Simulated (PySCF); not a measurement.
# ECD: SMILES N#CC=C=C(Cl)C#N, C₅HClN₂

Molfile (atoms numbered from 1):
```
C5HClN2
     RDKit          3D

  9  8  0  0  0  0  0  0  0  0999 V2000
   -2.7410    1.8354    0.3295 N   0  0  0  0  0  0  0  0  0  0  0  0
   -2.1070    0.9145    0.0858 C   0  0  0  0  0  0  0  0  0  0  0  0
   -1.3497   -0.2405   -0.2199 C   0  0  0  0  0  0  0  0  0  0  0  0
   -0.0813   -0.3348    0.0616 C   0  0  0  0  0  0  0  0  0  0  0  0
    1.1876   -0.4089    0.3551 C   0  0  0  0  0  0  0  0  0  0  0  0
    1.7668   -1.0382    1.8826 Cl  0  0  0  0  0  0  0  0  0  0  0  0
    2.1993   -0.0012   -0.5453 C   0  0  0  0  0  0  0  0  0  0  0  0
    3.0306    0.3201   -1.2631 N   0  0  0  0  0  0  0  0  0  0  0  0
   -1.8915   -1.0404   -0.7116 H   0  0  0  0  0  0  0  0  0  0  0  0
  1  2  3  0
  2  3  1  0
  3  4  2  0
  4  5  2  0
  5  6  1  0
  5  7  1  0
  7  8  3  0
  3  9  1  0
M  END
```

Computed with TDDFT PBE0/aug-cc-pVDZ circular dichroism and optical rotation, one conformer, gas phase in PySCF. Geometry: GFN2-xTB.

No stereocentre is labelled: unless the shape is locked (an allene, a helicene, a hindered biaryl), the mirror image is equally populated and a measured rotation or CD is zero.

Problem. List the lowest 16 singlet excitations with oscillator and rotatory strengths.

Solution. Rotatory strengths R in 10⁻⁴⁰ esu² cm², velocity form and length form (origin at the centre of mass); f in length form.
```csv
state,E (eV),λ (nm),f,R (velocity),R (length),main
1,4.17,298,0.0002,+0.6,+0.6,HOMO→LUMO 0.99
2,5.31,234,0.0001,-0.6,-0.6,HOMO−1→LUMO+1 0.97
3,5.54,224,0.026,+8.5,+8.9,"HOMO−1→LUMO 0.50, HOMO→LUMO+1 0.27"
4,5.88,211,0.003,-8.5,-9.0,"HOMO−3→LUMO 0.50, HOMO−2→LUMO 0.37"
5,5.96,208,0.014,-8.4,-8.2,"HOMO−3→LUMO 0.44, HOMO−2→LUMO 0.35"
6,6.01,206,0.852,+36.5,+34.6,"HOMO→LUMO+1 0.48, HOMO−1→LUMO 0.39"
7,6.19,200,0.0002,-2.1,-2.1,"HOMO−4→LUMO 0.86, HOMO−2→LUMO+1 0.08"
8,6.27,198,0.002,+4.6,+4.7,"HOMO−2→LUMO+1 0.85, HOMO−4→LUMO 0.10"
9,6.56,189,0.0005,-0.4,-0.3,"HOMO−5→LUMO 0.60, HOMO−4→LUMO+1 0.35"
10,6.73,184,0.003,+0.1,+0.4,"HOMO−5→LUMO+1 0.48, HOMO→LUMO+3 0.18"
11,6.81,182,0.003,-2.5,-2.7,"HOMO→LUMO+2 0.30, HOMO→LUMO+3 0.27"
12,6.96,178,0.008,-10.6,-10.8,HOMO−6→LUMO 0.91
13,7.08,175,0.046,+2.6,+2.5,"HOMO−3→LUMO+1 0.74, HOMO−5→LUMO+1 0.16"
14,7.22,172,0.145,-20.1,-20.4,"HOMO−4→LUMO+1 0.47, HOMO−5→LUMO 0.24"
15,7.27,171,0.005,+15.0,+14.8,"HOMO−7→LUMO 0.45, HOMO→LUMO+2 0.24"
16,7.30,170,0.029,-0.8,+0.1,"HOMO−7→LUMO 0.40, HOMO→LUMO+2 0.20"
```

For state 16 the two forms differ in sign, so the sign of R isn't settled.

Among the states computed, the strongest CD band (largest |R|) is state 6. The largest dissymmetry factor in size, g = 4R/(D+G), with D and G the electric and magnetic dipole strengths, is -0.1 for state 7 (velocity form, f = 0.0002), among bands with |R| over 0.5. The mirror image has the same energies and oscillator strengths and all R with the opposite sign.
